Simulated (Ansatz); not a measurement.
Reaction (ligand exchange at the Al–N bond): `CC(C)[NH][AlH][Cl]` + `N=C=O` → `O=C=[N][AlH][Cl]` + `CC(C)N`

Program: Ansatz. Geometries: PBE0-D4/def2-TZVP. ΔE: electronic, gas phase. CCSD(T)/CBS is the MP2 limit (def2-TZVPP, def2-QZVPP) plus CCSD(T) − MP2 in def2-TZVPP, frozen cores. This one scheme is used for every species. DFT in def2-TZVPP. B3LYP here is the variant with VWN-RPA as its local correlation; programs differ in this. One conformer a species, not always the lowest.

| level | ΔE (kJ/mol) |
| --- | --- |
| B3LYP | -51.2 |
| SCS-MP2/def2-TZVPP | -50.4 |

(1) What does CCSD(T)/CBS give? (An estimate is asked.)

Largest T1 diagnostic among the species: 0.018.

Answers

(1) Ansatz gave: -47.9 kJ/mol. The listed levels differ from it by -3.3, -2.5 kJ/mol.

In def2-TZVPP, CCSD(T) changes the Hartree–Fock value by +21.5 kJ/mol (the triples alone add +3.6 kJ/mol) and MP2 by +20.5 kJ/mol. From PBE to PBE0 (25 % exact exchange), in def2-TZVPP and without D4, ΔE moves by −6.7 kJ/mol. The D4 term adds +4.7 kJ/mol with B3LYP and +2.9 kJ/mol with PBE0; it sums over pairs of atoms, weighted by their polarisabilities, and B3LYP, whose exchange is more repulsive, gets the larger term.
